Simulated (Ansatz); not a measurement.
Abridged output of a molecular run in Ansatz:

```
Functional definition: HF
1421 factors; integrals over basis functions are off by at most 1.0e-3 eV
mean field evaluation 1: about -53220.4744 eV, gradient 3.3e1 eV
mean field evaluation 2: about -53220.7705 eV, gradient 3.3e1 eV
mean field evaluation 4: about -53223.4691 eV, gradient 5.9e0 eV
mean field evaluation 8: about -53223.5260 eV, gradient 4.8e-1 eV
mean field -53223.52664599 eV, -1955.9285280382 hartree, gradient 1.5e-6 eV, S^2 0.000000; 0 other end points of the search recorded, 0 dependent functions left out
12 core orbitals not correlated: weight in the atoms' cores, before any rotation towards them, 1.000 or more for the frozen orbitals, at most 0.000 for the correlated occupied ones
reference -53223.52664599 eV, -1955.9285280382 hartree; 16, 16 occupied and 199, 199 virtual orbitals, 1421 factors
second order -30.36694782 eV of doubles, -0.00000000 eV of singles
cycle   1  -28.82743379 eV  change     1.5e0 eV  update   1.3e-1
cycle   2  -29.63894888 eV  change   -8.1e-1 eV  update   5.0e-2
cycle   3  -29.81924613 eV  change   -1.8e-1 eV  update   2.0e-2
cycle   4  -29.79548397 eV  change    2.4e-2 eV  update   6.0e-3
cycle   5  -29.78597948 eV  change    9.5e-3 eV  update   2.2e-3
cycle   6  -29.78836941 eV  change   -2.4e-3 eV  update   7.4e-4
cycle   7  -29.78833176 eV  change    3.8e-5 eV  update   2.6e-4
cycle   8  -29.78796173 eV  change    3.7e-4 eV  update   8.1e-5
cycle   9  -29.78799610 eV  change   -3.4e-5 eV  update   2.6e-5
cycle  10  -29.78802772 eV  change   -3.2e-5 eV  update   9.5e-6
perturbative correction -0.99697677 eV, -0.0366382205 hartree
Total energy: -53254.31165049 eV, -1957.0598560864 hartree
```

Its atoms:

Cartesian coordinates in Å:
```
F 0.082 0.151 -1.647
C -0.137 -0.848 -0.659
C -0.136 -0.228 0.708
Zn 0.382 1.656 0.447
H -1.088 -1.312 -0.931
H 0.668 -1.573 -0.799
H -1.121 -0.266 1.179
H 0.571 -0.720 1.380
H 0.780 3.140 0.323
```

Q: Which basis set was used?
A. def2-TZVPPD
B. cc-pV(D+d)Z
C. def2-TZVPP
D. def2-QZVPP

A: C. It gives 227 functions.

Q: Write the keys of the input that set method, charge and spin (a neutral closed shell needs none for the last two).

A: 
```yaml
correlation: {method: ccsd_t, frozen_orbitals: {C: 1, F: 1, H: 0, Zn: 9}}
```
